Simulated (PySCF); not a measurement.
FHPb, neutral, multiplicity 1. Atoms are numbered in the order given.

```xyz
3

Pb     0.0240     0.2007     0.0000
H     -1.8392     0.3497     0.0000
F     -0.0147    -1.8679     0.0000
```
Charge 0, spin multiplicity 1.

The structure is a stationary point at B3LYP-D3(BJ)/def2-TZVP. The def2 effective core potentials stand for the cores of Pb; spin–orbit coupling is left out.

These are C-PCM-ωB97X/def2-TZVPD run with PySCF values and carry that method's errors.

The values are the electrostatic part of the solvation free energy, E(continuum) − E(gas) at the gas-phase geometry, in a cavity of scaled van der Waals radii (PySCF's table); cavitation and dispersion terms are not included. A continuum can't describe solvent molecules that bind to the metal. In vacuum the orbital gap is 8.33 eV. The dipole moment in vacuum is 3.97 D.

```tsv
solvent	ε	ΔG(elec) (kcal/mol)	dipole (D)	gap (eV)
water	78.36	?	?	?
benzene	2.27	-5.8	4.66	8.60
tetrahydrofuran	7.43	-9.6	5.15	8.77
```

Task: Complete the blanks. (An estimate is asked for; the answer gives what the named calculation found.)

Result: 
- water, ΔG(elec) (kcal/mol): -11.3
- water, dipole (D): 5.37
- water, gap (eV): 8.84
